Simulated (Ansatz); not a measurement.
`CB[BH][GaH2]` + `C[SiH2]CCl` → `Cl[BH][GaH2]` + `CBC[SiH2]C`  (redistribution)

Isolated molecules relaxed with PBE0-D4/def2-TZVP in Ansatz; ΔE leaves out vibrations. CBS: MP2 limit from def2 TZ/QZ plus the TZ coupled-cluster correction, frozen cores. Functionals use def2-TZVPP. For Ga outer-core shells are correlated without core-valence functions, which leaves a few kJ/mol of doubt a bond. Scalar relativity is left out up to krypton. One conformer a species, not always the lowest.

`CB[BH][GaH2]`:

Cartesian coordinates in Å:
```
C -1.829 0.077 0.546
B -0.346 -0.335 0.839
B 1.019 0.408 0.394
Ga 1.900 -0.023 -1.433
H -1.968 1.020 0.015
H -2.325 -0.720 -0.022
H -2.378 0.126 1.495
H -0.180 -1.383 1.421
H 1.619 1.196 1.075
H 1.553 0.828 -2.712
H 2.936 -1.194 -1.617
```

`C[SiH2]CCl`:

Z-matrix (Å, degrees):
```
C
Si 1 1.864
H 1 1.093 2 111.0
H 1 1.092 2 110.7 3 120.0
H 1 1.092 2 110.4 3 -120.0
C 2 1.887 1 110.9 3 61.2
H 2 1.492 1 110.9 3 -57.5
H 2 1.486 1 111.2 3 -178.5
Cl 6 1.788 2 110.0 1 59.2
H 6 1.090 2 111.9 1 178.3
H 6 1.091 2 112.0 1 -60.0
```

`Cl[BH][GaH2]`:

Z-matrix (Å, degrees):
```
B
Ga 1 2.085
Cl 1 1.749 2 119.1
H 1 1.196 2 126.2 3 180.0
H 2 1.573 1 121.5 3 89.6
H 2 1.573 1 121.5 3 -89.5
```

`CBC[SiH2]C`:

Z-matrix (Å, degrees):
```
C
B 1 1.561
H 1 1.099 2 107.9
H 1 1.095 2 111.5 3 -114.5
H 1 1.092 2 115.1 3 120.6
C 2 1.542 1 123.2 3 -116.0
H 2 1.204 1 118.2 3 66.2
Si 6 1.891 2 107.9 1 -90.1
H 6 1.095 2 114.3 1 153.7
H 6 1.096 2 114.0 1 26.0
C 8 1.871 6 110.6 2 -179.7
H 8 1.489 6 109.8 2 -58.5
H 8 1.490 6 109.4 2 59.3
H 11 1.093 8 110.8 6 60.2
H 11 1.093 8 110.7 6 -179.9
H 11 1.092 8 110.8 6 -59.9
```

CCSD(T)/CBS gives -174.4 kJ/mol.

(1) Another level gave -175.4 kJ/mol. Which?
A. MP2/def2-TZVPP
B. SCS-MP2/def2-TZVPP
C. HF/def2-TZVPP
D. PBE0-D4/def2-TZVPP

Largest T1 diagnostic among the species: 0.014.

## Answers

(1) C. HF/def2-TZVPP -175.4, SCS-MP2/def2-TZVPP -181.3, MP2/def2-TZVPP -186.4, PBE0-D4 -167.3 kJ/mol.

From PBE to PBE0 (25 % exact exchange), in def2-TZVPP and without D4, ΔE moves by −7.4 kJ/mol.

CCSD(T)/CBS has its own doubt, a few kJ/mol and more with outer-core shells, so smaller differences from it don't rank the levels.
